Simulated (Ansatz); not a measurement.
`C[S][Ge][NH2]` and `C[O][Ge][NH2]` differ in one element.

Ansatz, PBE0-D4/def2-TZVP geometries, multiplicity 1. Each molecule was computed in one conformer, which needn't be the lowest.

Scalar relativity is left out up to krypton.

| property | `C[S][Ge][NH2]` |
| --- | --- |
| LUMO energy (PBE0/def2-TZVPP) / eV | -1.33 |
| LUMO energy (ωB97M-V/def2-TZVPP) / eV | 0.56 |
| size of the dipole moment (ωB97M-V/def2-TZVPP) / D | 0.90 |
| size of the dipole moment (B3LYP/def2-TZVPP) / D | 0.82 |
| HOMO energy (ωB97M-V/def2-TZVPP) / eV | -8.76 |
| HOMO–LUMO gap (PBE/def2-TZVPP) / eV | 3.49 |

(1) Give the same properties after the change, and the shifts. (An estimate is asked.)

Results:

(1) Computed: 
```tsv
property	`C[O][Ge][NH2]`	shift
LUMO energy (PBE0/def2-TZVPP) / eV	-1.06	0.27
LUMO energy (ωB97M-V/def2-TZVPP) / eV	0.88	0.32
size of the dipole moment (ωB97M-V/def2-TZVPP) / D	0.63	-0.27
size of the dipole moment (B3LYP/def2-TZVPP) / D	0.61	-0.21
HOMO energy (ωB97M-V/def2-TZVPP) / eV	-9.19	-0.43
HOMO–LUMO gap (PBE/def2-TZVPP) / eV	3.97	0.48
```

With PBE0 the HOMO falls by 0.26 eV and the LUMO rises by 0.27 eV, so the gap widens by about 0.53 eV. PBE moves the HOMO by -0.24 eV and ωB97M-V by -0.43 eV. Dipoles are sizes alone; their direction can turn.

B3LYP here is the variant with VWN-RPA as its local correlation; programs differ in this.
